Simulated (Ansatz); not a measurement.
Consider the formal exchange of groups at the Al–C bond: `[CH3][Al]([F])[CH2]F` + `FC(Br)I` → `[CH3][Al]([F])[I]` + `FCC(F)Br`.

Gas-phase electronic energies from Ansatz, PBE0-D4/def2-TZVP geometries. CCSD(T)/CBS is the MP2 limit (def2-TZVPP, def2-QZVPP) plus CCSD(T) − MP2 in def2-TZVPP, frozen cores. DFT in def2-TZVPP. Elements past krypton have def2 core potentials. For Br, I outer-core shells are correlated without core-valence functions, which leaves a few kJ/mol of doubt a bond. Scalar relativity is left out up to krypton. Each species was taken in one conformer, which may not be the lowest.

CCSD(T)/CBS gives -218.6 kJ/mol.

(1) Another level gave -221.2 kJ/mol. Which?
A. B2PLYP/def2-TZVPP
B. CCSD(T)/def2-TZVPP
C. CCSD/def2-TZVPP
D. PBE/def2-TZVPP

Largest T1 diagnostic among the species: 0.012.

Results:

(1) B. CCSD(T)/def2-TZVPP -221.2, PBE -199.9, B2PLYP -214.5, CCSD/def2-TZVPP -226.0 kJ/mol.

From PBE to PBE0 (25 % exact exchange), in def2-TZVPP and without D4, ΔE moves by −18.5 kJ/mol. In def2-TZVPP, CCSD(T) changes the Hartree–Fock value by +31.1 kJ/mol (the triples alone add +4.8 kJ/mol) and MP2 by +28.1 kJ/mol.
